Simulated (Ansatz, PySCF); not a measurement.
Process, species as SMILES: C1CSC1 + 4 [H][H] (H2) → 3 C (CH4) + S (H2S)
Structures are relaxed separately at B3LYP-D3(BJ)/def2-TZVP in Ansatz (a program for electronic structure), one conformer each, not searched for the lowest.

Quantity: energy of full hydrogenation (electronic energy difference), in kcal/mol. Cores are frozen in the correlated levels unless marked. Spin-orbit coupling is left out. No relativistic terms. CBS marks a two-point X^-3 extrapolation of the correlation energy; Hartree-Fock from the larger set. [CCSD(T)-MP2]/basis is that difference in the basis named.

RI-MP2/CBS(aug-cc-pV(T+d)Z,aug-cc-pV(Q+d)Z)+[CCSD(T)-MP2]/aug-cc-pV(T+d)Z (Ansatz) gives -86.3 kcal/mol.

Question: Another calculation gave -93.3 kcal/mol. Which level was it?
A) B3LYP/def2-TZVPD (Ansatz)
B) SVWN5/def2-TZVPD (Ansatz)
C) HF/def2-TZVPD (PySCF)
D) r2SCANh/def2-TZVPD (Ansatz)

Answer: A, B3LYP/def2-TZVPD (Ansatz). The others give -86.7 (SVWN5), -89.4 (r2SCANh), -102.3 (HF) kcal/mol.
